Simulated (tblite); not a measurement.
C₆H₁₂FOP.
Numbering: `[CH3:1][O:2][C@@H:3]1[CH2:4][PH:5][CH2:6][CH2:7][C@@H:8]1[F:9]` (hydrogens: H10, H11, H12 on C1; H13 on C3; H14, H15 on C4; H16 on P5; H17, H18 on C6; H19, H20 on C7; H21 on C8)

Structure used (GFN2-xTB), in Å, numbered top down from 1:
```xyz
21
C6H12FOP angstrom
C      2.341   -0.592    0.979
O      1.249    0.287    0.838
C      0.747    0.424   -0.472
C     -0.065    1.717   -0.501
P     -1.476    1.721    0.717
C     -2.214    0.074    0.256
C     -1.204   -1.063    0.152
C     -0.153   -0.747   -0.900
F      0.619   -1.872   -1.144
H      2.670   -0.497    2.012
H      3.160   -0.307    0.308
H      2.065   -1.630    0.776
H      1.586    0.489   -1.187
H     -0.462    1.896   -1.503
H      0.586    2.555   -0.240
H     -0.714    1.234    1.777
H     -2.739    0.204   -0.697
H     -2.968   -0.165    1.011
H     -1.709   -1.992   -0.122
H     -0.705   -1.213    1.112
H     -0.622   -0.505   -1.863
```

Method: GFN2-xTB as coded in tblite; computed harmonic values from a numerical Hessian at the method's own geometry, unscaled. Errors from tens to a few hundred cm⁻¹ against measured bands are possible. Modes of hydrogen on phosphorus can be 10 to 20 % off. One conformer, not necessarily the lowest.

Harmonic wavenumbers (cm⁻¹): 72.9, 111.7, 124.2, 203.5, 219.2, 265.4, 303.5, 313.0, 349.8, 354.8, 470.0, 585.1, 619.7, 662.2, 700.6, 726.4, 764.3, 857.3, 893.4, 901.2, 961.2, 1018.4, 1028.5, 1037.8, 1054.2, 1075.1, 1104.2, 1131.9, 1149.8, 1156.5, 1180.9, 1197.3, 1242.3, 1272.6, 1276.0, 1284.8, 1302.6, 1321.6, 1350.1, 1411.6, 1432.4, 1447.3, 1470.2, 1472.5, 1488.8, 2326.4, 2828.3, 2905.8, 2921.7, 2930.6, 2953.5, 2960.3, 2962.2, 2967.2, 2974.3, 2988.0, 3024.5.

A = 1945, B = 1153, C = 903.9 MHz; mass 150.061 u (most abundant isotopes); point group C1, symmetry number 1.

Zero-point energy?

Half the sum of the wavenumbers: 37555 cm⁻¹ = 449.26 kJ/mol.

Give the ideal-gas entropy at 500 K and 1 bar in the rigid-rotor, harmonic-oscillator model (classical rotation).

Translation 182.10, rotation 129.67, vibration 196.07: S = 507.8 J/(mol K).

And Cp and H(500 K) − H(0)?

Cp = 254.39 J/(mol K), of which vibrations give 221.13 (their classical limit is 57 R = 473.9); H(500 K) − H(0) = 70.51 kJ/mol without the zero-point energy, 53.88 from vibrations.

How do the functions run with temperature in this model?

```json
{"T (K)": "50", "S (J/(mol K))": "241.6", "Cp (J/(mol K))": "47.9", "H − H(0) (kJ/mol)": "1.90", "G − H(0) (kJ/mol)": "-10.18", "ln q(vib)": "0.21"}
{"T (K)": "100", "S (J/(mol K))": "282.4", "Cp (J/(mol K))": "72.4", "H − H(0) (kJ/mol)": "4.91", "G − H(0) (kJ/mol)": "-23.33", "ln q(vib)": "1.00"}
{"T (K)": "298.15", "S (J/(mol K))": "401.0", "Cp (J/(mol K))": "162.8", "H − H(0) (kJ/mol)": "28.00", "G − H(0) (kJ/mol)": "-91.56", "ln q(vib)": "5.51"}
{"T (K)": "373.15", "S (J/(mol K))": "441.5", "Cp (J/(mol K))": "199.5", "H − H(0) (kJ/mol)": "41.60", "G − H(0) (kJ/mol)": "-123.16", "ln q(vib)": "7.37"}
{"T (K)": "750", "S (J/(mol K))": "626.7", "Cp (J/(mol K))": "330.9", "H − H(0) (kJ/mol)": "144.43", "G − H(0) (kJ/mol)": "-325.58", "ln q(vib)": "17.09"}
{"T (K)": "1000", "S (J/(mol K))": "729.1", "Cp (J/(mol K))": "380.0", "H − H(0) (kJ/mol)": "233.71", "G − H(0) (kJ/mol)": "-495.37", "ln q(vib)": "23.31"}
```

q(vib) and H(0) count from the zero-point level.

Which modes carry the vibrational entropy at 500 K?

72.9 cm⁻¹: 21.31; 111.7 cm⁻¹: 17.79; 124.2 cm⁻¹: 16.91; 203.5 cm⁻¹: 12.88; 219.2 cm⁻¹: 12.28; 265.4 cm⁻¹: 10.76 J/(mol K); the other 51 give 104.14 together.

What must be added to the electronic energy to get the Gibbs energy at 500 K and 1 bar?

ZPE + [H(500 K) − H(0)] − T·S = 449.26 + 70.51 − 253.92 = 265.85 kJ/mol.

Hindered rotation and anharmonicity are outside this model. Other conformers, if any are populated, would add a mixing term that is left out. The structure is chiral; the term R ln 2 for an equal mix with its mirror image is left out.

On one thread, Arm Neoverse V2 (aarch64), shared host, this took 0.73 s wall. The figure is for the frequency step alone.
